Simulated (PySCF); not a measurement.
## How methods differ on the ionisation energy of Ru¹⁰⁺

Ru¹⁰⁺ [Ar] 3d10 4s2 4p4 (3P) → Ru¹¹⁺ [Ar] 3d10 4s2 4p3 (4S), as a difference of total energies. Calculation: PySCF 2.14, in an uncontracted even-tempered set (21 s from 0.23 bohr⁻², ratio 2.5; 15 p from 0.29 bohr⁻², ratio 2.5; 10 d from 0.52 bohr⁻², ratio 2.5; 5 f from 3.5 bohr⁻², ratio 2.7; 5 g from 5.2 bohr⁻², ratio 2.7); the spin-free X2C one-electron Hamiltonian (Gaussian nucleus). Correlated levels: outer shells: [Ne] frozen; virtual orbitals above 40 to 60 times the deepest correlated orbital energy dropped. The calculations carry no spin-orbit coupling.

```
                method  ionisation energy (eV)
                   UHF                  219.39
                   LDA                  221.54
                   PBE                  221.07
                  PBE0                  221.04
                r2SCAN                  221.11
    MP2 (outer shells)                  220.58
SCS-MP2 (outer shells)                  220.59
```

Task: How much does correlation contribute at MP2 (outer shells)?

Result: 220.58 − (219.39) = 1.19 eV, measured against UHF.

Spin-orbit coupling is strong in these open shells (close to jj coupling). The scalar numbers leave it out and a first-order estimate fails, so it can dominate the gap to the real levels.

For comparison: 219.9 ± 2.4 eV (theoretical estimate listed by NIST; NIST Atomic Spectra Database, ionization energies).
